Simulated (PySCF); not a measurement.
ScF2, SMILES [F][Sc+][F], charge +1.

Coordinates come from a ωB97X-D3(BJ)/def2-TZVP optimisation. The spin state was assumed, not searched. The isomer is the one that the SMILES or the coordinates give; other isomers of the formula were not compared.

All values below come from B3LYP/def2-TZVPD (PySCF).

Symmetry labels are those of the subgroup C2v that the program uses (full group C2v).

Computed valence orbital energies around the gap with their symmetry:
```csv
orbital,symmetry,energy (eV)
HOMO−7,A1,-36.94
HOMO−6,B2,-36.39
HOMO−5,A1,-18.36
HOMO−4,B2,-18.18
HOMO−3,A2,-17.84
HOMO−2,A1,-17.62
HOMO−1,B1,-17.58
HOMO,B2,-17.17
LUMO,A1,-9.45
LUMO+1,B1,-9.31
LUMO+2,A1,-8.93
LUMO+3,A2,-8.40
```
